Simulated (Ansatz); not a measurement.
`BrC1C[SiH2]1`, relaxed with RKS PBE-D4/def2-SVP in Ansatz 0.2.0 from a rough embedded geometry. The force threshold is 0.03 eV/Å; the program also tests the step.

The species carries charge 0 and has multiplicity 1.

Start:

```xyz
9

Br    0.524   -0.163    2.429
C    -0.229   -0.568    0.760
C    -0.697    0.550   -0.051
Si    0.844   -0.242   -0.742
H    -0.801   -1.501    0.700
H    -1.565    0.430   -0.721
H    -0.547    1.606    0.239
H     0.523   -0.898   -2.009
H     1.946    0.788   -0.606
```

```tsv
step	energy (eV)	largest force (eV/Å)	largest move (Å)
1	-80047.8751	2.179	0.000
2	-80048.1926	1.358	0.187
3	-80048.2588	0.389	0.174
4	-80048.2735	0.145	0.053
5	-80048.2755	0.052	0.021
6 (rejected)	-80048.2752	0.072	0.016
7	-80048.2760	0.012	0.008
```

End:

```xyz
9

Br    0.475   -0.189    2.488
C    -0.178   -0.547    0.695
C    -0.756    0.623   -0.111
Si    0.814   -0.117   -0.845
H    -0.774   -1.475    0.702
H    -1.749    0.466   -0.568
H    -0.650    1.624    0.341
H     0.734   -1.028   -2.027
H     2.086    0.643   -0.674
```

Hardware: 4 threads of an INTEL XEON PLATINUM 8581C on a shared host. Wall time 9.5 s, peak host memory 0.19 GiB.
